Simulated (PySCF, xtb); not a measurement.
Si(H)(Me) (CH4Si), SMILES C[SiH] (connectivity only; charge and spin as stated), neutral, multiplicity 1.

The structure is a stationary point at B3LYP-D3(BJ)/def2-TZVP.

The numbers are results of C-PCM-M06-2X/def2-SVP (PySCF), not measurements.

The values are the electrostatic part of the solvation free energy, E(continuum) − E(gas) at the gas-phase geometry, in a cavity of scaled van der Waals radii (PySCF's table); cavitation and dispersion terms are not included. In vacuum the orbital gap is 5.64 eV. The dipole moment in vacuum is 1.05 D.

### Question
Estimate the values in water (ε = 78.36), tetrahydrofuran (ε = 7.43), chloroform (ε = 4.71). (An estimate is asked for; the answer gives what the named calculation found.)

### Answer

```
solvent              ε  ΔG(elec) (kcal/mol)  dipole (D)  gap (eV)
---------------  -----  -------------------  ----------  --------
water            78.36                 -2.0        1.36      5.82
tetrahydrofuran   7.43                 -1.8        1.31      5.79
chloroform        4.71                 -1.6        1.28      5.78
```

For comparison, GFN2-xTB/ALPB(water) (xtb, at the GFN2-xTB geometry, all terms of that model) gives 1.7 kcal/mol.
